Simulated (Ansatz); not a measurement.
`[OH][GeH2][SiH2][SiH3]` + `N[SiH](O)O` → `[OH][GeH2][NH][SiH](O)O` + disilane  (cleavage of the Ge–Si bond)

Computed with Ansatz on PBE0-D4/def2-TZVP structures; ΔE is electronic, products minus reactants. CCSD(T)/CBS adds triple-zeta CCSD(T) − MP2 to the extrapolated MP2 energy (def2 sets, frozen cores). This one scheme is used for every species. DFT in def2-TZVPP. B3LYP here is the variant with VWN-RPA as its local correlation; programs differ in this. For Ge outer-core shells are correlated without core-valence functions, which leaves a few kJ/mol of doubt a bond. Scalar relativity is left out up to krypton. One conformer a species, not always the lowest.

`[OH][GeH2][SiH2][SiH3]`:

Z-matrix (Å, degrees):
```
Ge
Si 1 2.391
O 1 1.791 2 109.1
H 1 1.546 2 110.9 3 -120.4
H 1 1.536 2 113.9 3 115.1
Si 2 2.337 1 108.5 3 54.9
H 2 1.488 1 109.5 3 -65.3
H 2 1.490 1 109.9 3 175.3
H 3 0.960 1 112.6 2 -61.1
H 6 1.488 2 109.5 1 64.8
H 6 1.487 2 112.2 1 -174.0
H 6 1.489 2 109.3 1 -53.5
```

`N[SiH](O)O`:

Cartesian coordinates in Å:
```
N 1.127 -0.181 -0.528
Si -0.452 0.334 -0.104
O -0.356 1.005 1.389
O -1.438 -0.968 -0.247
H 1.264 -0.736 -1.358
H 1.909 0.438 -0.381
H -1.094 1.373 -0.930
H 0.157 0.533 2.047
H -1.118 -1.798 0.111
```

`[OH][GeH2][NH][SiH](O)O`:

```xyz
13

O    -1.393    0.108   -1.720
Ge    0.002   -1.002   -1.479
N     0.519   -0.879    0.267
Si    0.668    0.623    1.079
O    -0.256    0.478    2.431
O     0.216    1.795    0.036
H    -2.199   -0.223   -1.318
H    -0.409   -2.456   -1.764
H     1.045   -0.432   -2.440
H     0.406   -1.712    0.823
H     2.042    0.988    1.490
H    -0.103    1.117    3.129
H    -0.538    1.593   -0.535
```

`[SiH3][SiH3]`:

Z-matrix (Å, degrees):
```
Si
Si 1 2.338
H 1 1.488 2 110.3
H 1 1.488 2 110.3 3 120.0
H 1 1.488 2 110.3 3 -120.0
H 2 1.488 1 110.3 3 59.9
H 2 1.488 1 110.3 3 179.9
H 2 1.488 1 110.3 3 -60.1
```

```tsv
level	ΔE (kJ/mol)	difference from CCSD(T)/CBS
r2SCAN-D4	-19.3	5.4
PBE0-D4	-13.5	11.2
B3LYP-D4	-21.8	2.9
ωB97X-V	-26.4	-1.7
PBE	-6.8	17.9
r2SCAN	-18.7	6.0
MP2/def2-TZVPP	-32.8	-8.1
CCSD(T)/def2-TZVPP	-29.7	-5.0
MP2/def2-QZVPP	-29.8	-5.1
SCS-MP2/def2-QZVPP	-31.6	-6.9
CCSD(T)/CBS	-24.7	0
```

Largest T1 diagnostic among the species: 0.013.

From PBE to PBE0 (25 % exact exchange), in def2-TZVPP and without D4, ΔE moves by −4.6 kJ/mol. The D4 term adds −4.3 kJ/mol with B3LYP and −2.1 kJ/mol with PBE0; it sums over pairs of atoms, weighted by their polarisabilities, and B3LYP, whose exchange is more repulsive, gets the larger term.
